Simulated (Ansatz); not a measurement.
Input for Ansatz (a program for electronic structure): R-BLYP/def2-TZVPP on CH6GeO (SMILES C[O][GeH3]), a point of a torsion scan.

Ansatz 0.2 input:
```yaml
crystal:
  periodic: [false, false, false]
  atoms:
    - {symbol: C, position_ang: [1.33421623, -0.09404299, 0.15804587]}
    - {symbol: O, position_ang: [0.67445284, 0.03524014, -1.08190830]}
    - {symbol: Ge, position_ang: [-0.41256598, -1.13234661, -1.79821571]}
    - {symbol: H, position_ang: [1.69912059, -1.11055527, 0.32659734]}
    - {symbol: H, position_ang: [2.18224118, 0.59233986, 0.14948472]}
    - {symbol: H, position_ang: [0.66879067, 0.17451747, 0.98280303]}
    - {symbol: H, position_ang: [0.27534046, -2.46796039, -1.88883995]}
    - {symbol: H, position_ang: [-0.65370966, -0.48736276, -3.11459775]}
    - {symbol: H, position_ang: [-1.66327726, -1.27660522, -0.97219153]}
basis:
  gaussian:
    orbitals: def2-TZVPP
hamiltonian:
  xc: {name: BLYP}
scf: {lower_state_search: off}
```

The head of its log:

```
WARN ansatz: RAYON_NUM_THREADS=1 ignored (pool sized by the plan → 1); use --threads N
Functional definition: BLYP
these checks for a lower state are left out or cut short: stability, starts, cluster_reference, orbital_swaps, neighbouring_geometries, increment
integrals: 0.10 GiB planned
1043 factors; their error is unknown
mean field: 0.73 GiB planned
mean field evaluation 1: about -59692.1993 eV, gradient 7.2e1 eV
mean field evaluation 2: about -59633.0273 eV, gradient 1.8e2 eV
```

### Question
What total energy does the run end on?

### Answer
-2193.9913 hartree.
